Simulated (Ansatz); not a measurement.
Cartesian coordinates in Å:
```
S 0.4848 -1.5520 -1.4112
Si -0.5301 -0.1302 -0.1891
Te 0.8000 0.2809 1.8827
H 1.6147 -0.8292 -1.4998
H -0.7401 1.1749 -0.8635
H -1.8391 -0.7709 0.0821
H 0.2099 1.8265 1.9988
```

The species carries charge 0 and has multiplicity 1. Te takes the def2 core potential.

Problem. List the r2SCAN/def2-TZVPP orbital energies in eV (Ansatz 0.2.0). (An estimate is asked.)

Solution. Computed: Occupied: -2409.38, -1792.17, -213.83, -168.85, -157.90, -157.82, -157.70, -142.53, -118.02, -117.92, -117.73, -97.42, -97.38, -97.34, -41.88, -41.84, -41.67, -41.59, -41.57, -19.34, -16.70, -13.44, -10.83, -9.78, -9.21, -8.59, -8.00, -6.71, -5.87. Lowest empty: -1.49, -0.85, -0.34, -0.06, 0.64, 1.05, 2.91, 3.27.
